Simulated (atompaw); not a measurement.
# Ni (Z = 28) PAW (atompaw): all-electron and pseudo phase curves

atompaw 4.2.0.5 input, output lines left out:

```
Ni 28
GGA-PBE scalarrelativistic loggrid 1500 logderivrange -11 5 401
4 4 3 0 0 0
4 0 0.5
4 1 0
3 2 8
0 0 0
c
c
v
v
c
v
v
v
3
1.55 1.50 1.45 1.00
n
n
y
0.4
n
y
0.1
y
1.3
n
custom polynom2 7 10 vanderbiltortho besselshape
4 1 ultrasoft
1.35
1.50
1.00
1.55
1.00
1.55
1.55
1.55
```

The phase is arctan(r·u′/u) with u = r·R(r), unwrapped; energies in Ry, scanned from -11 to 5 Ry. A pole is an energy at which the radial function vanishes at the test radius. The pseudo phase is shifted by a multiple of π to meet the all-electron one at the reference energy, and phase errors are pseudo minus all-electron; the curves can meet again beyond the range given. Levels narrower than the energy grid can be missing from the lists of poles.

```tsv
channel	radius (bohr)	reference energy (Ry)	poles, all-electron	poles, pseudo	unbroken range about the reference energy with phases within 0.05 rad	phase error 1 Ry above the reference energy (rad)
s	1.56	-1.27	-8.92	-8.92	the whole range	+0.002
p	1.56	-0.82	-5.86	-5.86	the whole range	+0.001
d	1.56	-1.69	-0.83	-0.83	below 2.8	-0.001
f	1.56	0.10	none	none	the whole range	+0.000
```

A Bessel basis up to 400 Ry misses an occupied level by 0.59 Ry, so cutoffs and ghosts were not judged.

Phases in the f channel:

```tsv
E (Ry)	all-electron	pseudo
-11.00	1.395	1.395
-10.76	1.393	1.393
-10.52	1.392	1.392
-10.28	1.390	1.390
-10.04	1.388	1.389
-9.80	1.387	1.387
-9.56	1.385	1.385
-9.32	1.383	1.383
-9.08	1.381	1.381
-8.84	1.379	1.379
-8.60	1.377	1.377
-8.36	1.375	1.375
-8.12	1.373	1.373
-7.88	1.370	1.371
-7.64	1.368	1.368
-7.40	1.366	1.366
-7.16	1.363	1.363
-6.92	1.361	1.361
-6.68	1.358	1.358
-6.44	1.355	1.355
-6.20	1.352	1.353
-5.96	1.349	1.349
-5.72	1.346	1.346
-5.48	1.343	1.343
-5.24	1.340	1.340
-5.00	1.336	1.336
-4.76	1.333	1.333
-4.52	1.329	1.329
-4.28	1.325	1.325
-4.04	1.321	1.321
-3.80	1.316	1.316
-3.56	1.312	1.312
-3.32	1.307	1.307
-3.08	1.302	1.302
-2.84	1.296	1.296
-2.60	1.290	1.290
-2.36	1.284	1.284
-2.12	1.278	1.278
-1.88	1.271	1.271
-1.64	1.264	1.264
-1.40	1.256	1.256
-1.16	1.248	1.248
-0.92	1.238	1.238
-0.68	1.229	1.229
-0.44	1.218	1.218
-0.20	1.207	1.207
0.04	1.194	1.194
0.28	1.181	1.181
0.52	1.166	1.166
0.76	1.149	1.149
1.00	1.131	1.131
1.24	1.111	1.111
1.48	1.088	1.088
1.72	1.062	1.062
1.96	1.032	1.032
2.20	0.998	0.998
2.44	0.959	0.959
2.68	0.913	0.913
2.92	0.860	0.860
3.16	0.795	0.795
3.40	0.718	0.718
3.64	0.625	0.625
3.88	0.513	0.513
4.12	0.378	0.378
4.36	0.218	0.220
4.60	0.038	0.040
4.84	-0.154	-0.151
```
